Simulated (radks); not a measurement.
Values are calculated unless marked as measured or tabulated.
Problem. The samarium ion Sm2+, 60 electrons, occupied as [Xe] 4f6. Level of theory: scalar-relativistic Kohn-Sham, r2SCAN, spin-polarised, spherical densities, finite nucleus; open shells are filled with parallel spins first (spin-orbit coupling, left out, can overturn this in heavy ions); meta-GGA in the generalised Kohn-Sham scheme; Fermi nuclear charge, rms radius 5.0819 fm (a radial shooting solver on a logarithmic mesh with Libxc functionals). Some entries of the table are withheld. Estimate them.

orbital  occ.  eigenvalue (hartree)  <r^2> (bohr^2)
1s up       1             -1718.304       0.0007051
1s down     1             -1718.304       0.0007051
2s down     1             -281.9233         0.01111
2s up       1             -281.9223         0.01111
2p down     3             -251.4139        0.008920
2p up       3             -251.4136        0.008921
3s up       1             -62.43316         0.07408
3s down     1             -62.34705         0.07395
3p up       3             -52.84379         0.07427
3p down     3             -52.75752         0.07411
3d up       5             -39.85594         0.06284
3d down     5             -39.78853         0.06264
4s up       1             -12.99317          0.3792
4s down     1             -12.77000          0.3788
4p up       3              -9.82836          0.4283
4p down     3              -9.60221          0.4279
4d up       5              -5.37171             (1)
4d down     5              -5.14141             (2)
5s up       1              -2.16645           2.209
5s down     1              -2.04515           2.325
5p up       3              -1.39763           2.997
5p down     3              -1.31021           3.175
4f up       6              -0.62515             (3)
4f down     0              -0.42164             (4)

Solution. 
(1) 4d up <r^2> (bohr^2): 0.5234
(2) 4d down <r^2> (bohr^2): 0.5248
(3) 4f up <r^2> (bohr^2): 1.245
(4) 4f down <r^2> (bohr^2): 1.568
